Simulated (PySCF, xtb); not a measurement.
Si(nBu)(OH)3 (C₄H₁₂O₃Si), SMILES C(CC)C[Si](O)(O)O. Other conformers were not sampled.

Harmonic wavenumbers (cm⁻¹) from GFN2-xTB (xtb 6.7.1) at its own minimum, in rising order: 30, 74, 87, 111, 157, 158, 223, 223, 240, 241, 246, 288, 290, 378, 410, 723, 730, 791, 819, 823, 824, 859, 900, 934, 945, 946, 1034, 1075, 1103, 1115, 1218, 1244, 1274, 1292, 1326, 1374, 1415, 1493, 1499, 1501, 1505, 1508, 2955, 2964, 2974, 2976, 2980, 2988, 3028, 3030, 3036, 3701, 3702, 3705.

Problem. What does PBE-D3(BJ)/def2-SVP (PySCF) give at its own minimum? (Estimate from the structure and the level; the computed values follow.)

Solution. 40, 73, 78, 123, 130, 204, 220, 239, 242, 254, 268, 308, 362, 386, 408, 673, 685, 733, 779, 781, 800, 845, 856, 878, 921, 935, 1002, 1013, 1058, 1069, 1168, 1172, 1250, 1271, 1278, 1336, 1349, 1376, 1411, 1419, 1422, 1433, 2949, 2954, 2963, 2965, 2985, 3002, 3019, 3048, 3057, 3758, 3770, 3771. Paired by order, the mean absolute difference is 35 cm⁻¹ and the zero-point energies are 102.2 and 100.8 kcal/mol.
